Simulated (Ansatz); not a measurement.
# Worked example: C2H8O2Si2 + SiH2(OH)(SiH3) → C2H8O3Si2 + SiH3(SiH3)

Species: C2H8O2Si2 `C=C[SiH2][SiH](O)O`, singlet; SiH2(OH)(SiH3) (disilanol), singlet; C2H8O3Si2 `C=C[SiH](O)[SiH](O)O`, singlet; SiH3(SiH3) (disilane), singlet. The partners trade H for OH; both sit on Si, so the bond types are kept.

Shapes, held fixed at every level: PBE0-D4/def2-TZVP. Flexible molecules stand in one conformer, not always the lowest. Programs: Ansatz 0.2.0. Electronic energies: no zero-point or thermal term.

At CCSD(T)/CBS estimate; 1 Eh = 2625.50 kJ/mol:

```
       species  energy (Eh)
     C2H8O2Si2  -809.503218
SiH2(OH)(SiH3)  -656.967893
     C2H8O3Si2  -884.729250
    SiH3(SiH3)  -581.743587
```

Problem. Work out ΔE of the reaction at this level.

Solution. 
1. Products less reactants: (-884.729250) + (-581.743587) − [(-809.503218) + (-656.967893)] = -0.001726 Eh = -4.5 kJ/mol.

Other levels give -5.1 (CCSD/def2-TZVPP) to -2.3 kJ/mol (PBE-D4/def2-TZVPP). No measured value is set beside it here. The CBS estimate extrapolates MP2 from def2-TZVPP and def2-QZVPP and adds CCSD(T) − MP2 in the triple-zeta set, cores frozen.
